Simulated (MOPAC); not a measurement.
Input file for MOPAC: PM3 on C2H4S (a complex), monomers drawn apart or pushed together.

```
PM3 1SCF PRECISE CHARGE=0 THREADS=1
C2H4S

C      0.51859422 1     0.27175526 1    -0.15663105 1
C     -0.59238015 1    -0.14862288 1    -0.00710462 1
H      1.50477007 1     0.64605088 1    -0.28864041 1
H     -1.57910562 1    -0.52088284 1     0.12655946 1
S      0.18641533 1     0.93696054 1     4.15114962 1
H      0.67661065 1    -0.29728532 1     4.34786812 1
H      0.08734652 1     0.75026790 1     2.82357008 1
```

The log:

```
*******************************************************************************
 **                                                                           **
 **                              MOPAC v23.2.5                                **
 **                                                                           **
 *******************************************************************************
 ** MOPAC's Digital Object Identifier: https://doi.org/10.5281/zenodo.6511958 **
 **                                                                           **
 ** Please cite the open-source release paper for use of this MOPAC version:  **
 ** J. E. Moussa and J. J. P. Stewart (2026)                                  **
 ** MOPAC: An open-source semiempirical molecular orbital program             **
 ** J. Open Source Softw., 11(119), 8025, https://doi.org/10.21105/joss.08025 **
 *******************************************************************************

                              PM3 CALCULATION RESULTS

 *******************************************************************************
 *  PM3        - The PM3 Hamiltonian to be used
 *
 *
 *
 *                 CHARGE ON SYSTEM = 0
 *
 *
 *
 *  PRECISE    - TIGHTER CRITERIA TO BE USED
 *  1SCF       - DO 1 SCF AND THEN STOP
 *  THREADS=1  - MULTI-THREADING NOT USED
 *  T=         - A TIME OF 172800.0 SECONDS REQUESTED
 *  DUMP=N     - RESTART FILE WRITTEN EVERY 7200.0 SECONDS REQUESTED
 *******************************************************************************
PM3 1SCF PRECISE CHARGE=0 THREADS=1
 C2H4S

   ATOM   CHEMICAL          X               Y               Z
  NUMBER   SYMBOL      (ANGSTROMS)     (ANGSTROMS)     (ANGSTROMS)

     1       C          0.51859422  *   0.27175526  *  -0.15663105  *
     2       C         -0.59238015  *  -0.14862288  *  -0.00710462  *
     3       H          1.50477007  *   0.64605088  *  -0.28864041  *
     4       H         -1.57910562  *  -0.52088284  *   0.12655946  *
     5       S          0.18641533  *   0.93696054  *   4.15114962  *
     6       H          0.67661065  *  -0.29728532  *   4.34786812  *
     7       H          0.08734652  *   0.75026790  *   2.82357008  *



          CARTESIAN COORDINATES

    NO.       ATOM           X           Y           Z

     1         C          0.5186      0.2718     -0.1566
     2         C         -0.5924     -0.1486     -0.0071
     3         H          1.5048      0.6461     -0.2886
     4         H         -1.5791     -0.5209      0.1266
     5         S          0.1864      0.9370      4.1511
     6         H          0.6766     -0.2973      4.3479
     7         H          0.0873      0.7503      2.8236

  H: (PM3): J. J. P. STEWART, J. COMP. CHEM. 10, 209 (1989).
  C: (PM3): J. J. P. STEWART, J. COMP. CHEM. 10, 209 (1989).
  S: (PM3): J. J. P. STEWART, J. COMP. CHEM. 10, 209 (1989).

           Empirical Formula: C2 H4 S  =     7 atoms



      MOLECULAR POINT GROUP   :   Cs


      RHF CALCULATION, NO. OF DOUBLY OCCUPIED LEVELS = 9


 -------------------------------------------------------------------------------
 PM3 1SCF PRECISE CHARGE=0 THREADS=1
 C2H4S



     1SCF WAS SPECIFIED, SO BFGS WAS NOT USED
     SCF FIELD WAS ACHIEVED


                              PM3 CALCULATION
                                                       MOPAC v23.2.5 Linux




          FINAL HEAT OF FORMATION =         50.10137 KCAL/MOL =     209.62413 KJ/MOL


          COSMO AREA              =        120.10 SQUARE ANGSTROMS
          COSMO VOLUME            =         99.11 CUBIC ANGSTROMS

          IONIZATION POTENTIAL    =          9.604432 EV
          HOMO LUMO ENERGIES (EV) =         -9.604  0.552
          NO. OF FILLED LEVELS    =          9
          MOLECULAR WEIGHT        =         60.1136         POINT GROUP:  Cs

          MOLECULAR DIMENSIONS (Angstroms)

            Atom       Atom       Distance
            H     6    H     3     4.80343
            H     4    S     5     3.25408
            H     4    H     6     1.23484


          SCF CALCULATIONS        =          1





   ATOM   CHEMICAL          X               Y               Z
  NUMBER   SYMBOL      (ANGSTROMS)     (ANGSTROMS)     (ANGSTROMS)

     1       C          0.51859422  *   0.27175526  *  -0.15663105  *
     2       C         -0.59238015  *  -0.14862288  *  -0.00710462  *
     3       H          1.50477007  *   0.64605088  *  -0.28864041  *
     4       H         -1.57910562  *  -0.52088284  *   0.12655946  *
     5       S          0.18641533  *   0.93696054  *   4.15114962  *
     6       H          0.67661065  *  -0.29728532  *   4.34786812  *
     7       H          0.08734652  *   0.75026790  *   2.82357008  *

                             CARTESIAN COORDINATES

   1    C        0.518594220     0.271755260    -0.156631050
   2    C       -0.592380150    -0.148622880    -0.007104620
   3    H        1.504770070     0.646050880    -0.288640410
   4    H       -1.579105620    -0.520882840     0.126559460
   5    S        0.186415330     0.936960540     4.151149620
   6    H        0.676610650    -0.297285320     4.347868120
   7    H        0.087346520     0.750267900     2.823570080


           Empirical Formula: C2 H4 S  =     7 atoms



      MOLECULAR POINT GROUP   :   Cs


                  EIGENVALUES
 -31.64578 -27.15193 -19.80692 -16.77924 -15.24271 -12.38239 -11.79507 -11.74351
  -9.60443   0.55247   1.25585   1.70600   1.72265   2.62453   3.96219   6.32347


              NET ATOMIC CHARGES AND DIPOLE CONTRIBUTIONS

  ATOM NO.   TYPE          CHARGE      No. of ELECS.   s-Pop       p-Pop
    1          C          -0.195511        4.1955     1.22548     2.97003
    2          C          -0.195601        4.1956     1.22548     2.97012
    3          H           0.196437        0.8036     0.80356
    4          H           0.196448        0.8036     0.80355
    5          S          -0.013434        6.0134     1.88744     4.12599
    6          H           0.002159        0.9978     0.99784
    7          H           0.009504        0.9905     0.99050
 DIPOLE           X         Y         Z       TOTAL
 POINT-CHG.    -0.002    -0.027    -0.093     0.097
 HYBRID         0.380    -1.386    -1.112     1.817
 SUM            0.378    -1.413    -1.205     1.895


          ATOMIC ORBITAL ELECTRON POPULATIONS

     Atom    s        px        py        pz
    1  C   1.22548   0.97544   0.99615   0.99845
    2  C   1.22548   0.97417   0.99657   0.99938
    3  H   0.80356
    4  H   0.80355
    5  S   1.88744   1.86945   1.18581   1.07073
    6  H   0.99784
    7  H   0.99050

 **********************
 *                    *
 * JOB ENDED NORMALLY *
 *                    *
 **********************




 == MOPAC DONE ==
```

The run finished.

Cost: around 0.03 core-seconds (rough).
